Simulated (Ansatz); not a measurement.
Basis sets compared for SnH2Me(SiH3) (CH8SiSn). Charge 0, multiplicity 1. Geometry r2SCAN-D4/def2-SVP. Ansatz on 4 threads of Intel Xeon on a shared host; times are rough, and most runs start from earlier orbitals.

Cartesian coordinates in Å:
```
Sn 0.500 0.409 -0.670
H 0.259 2.001 -1.274
H 1.990 -0.170 -1.304
C -1.099 -0.858 -1.387
H -1.118 -0.841 -2.486
H -2.067 -0.501 -1.008
H -0.942 -1.893 -1.051
Si 0.604 0.457 1.900
H -0.652 1.039 2.467
H 1.759 1.284 2.366
H 0.765 -0.927 2.447
```

In the def2 sets Sn takes a core potential; there is no spin–orbit coupling.

Binding counts from free atoms (Sn triplet, H doublet, C triplet, Si triplet) in the same basis, without a counterpoise term.

| level | functions | energy (Eh) | HOMO (eV) | LUMO (eV) | binding per atom (eV) | wall time |
| --- | --- | --- | --- | --- | --- | --- |
| PBE-D4/def2-SVP | 98 | -546.3354 | -6.65 | -0.52 | 3.04 | 2 s |
| PBE-D4/def2-TZVP | 166 | -546.4946 | -6.68 | -0.81 | 3.04 | 2.2 s |
| r2SCAN-D4/def2-TZVP (with forces) | 166 | -546.7394 | -6.92 | -0.49 | 3.06 | 6 s |
| PBE0-D4/def2-SVP | 98 | -546.3932 | -7.73 | 0.23 | 3.03 | 3.7 s |
| PBE0-D4/def2-TZVP | 166 | -546.5482 | -7.73 | -0.07 | 3.03 | 3.7 s |

(1) Estimate the rows for PBE-D4/def2-TZVPD, r2SCAN-D4/def2-TZVPD, PBE0-D4/def2-TZVPD.

## Answers

(1) 
```csv
level,functions,energy (Eh),HOMO (eV),LUMO (eV),binding per atom (eV),wall time
PBE-D4/def2-TZVPD,208,-546.4952,-6.69,-0.94,3.04,7.5 s
r2SCAN-D4/def2-TZVPD,208,-546.7400,-6.92,-0.56,3.06,8 s
PBE0-D4/def2-TZVPD,208,-546.5487,-7.73,-0.25,3.03,7.5 s
```
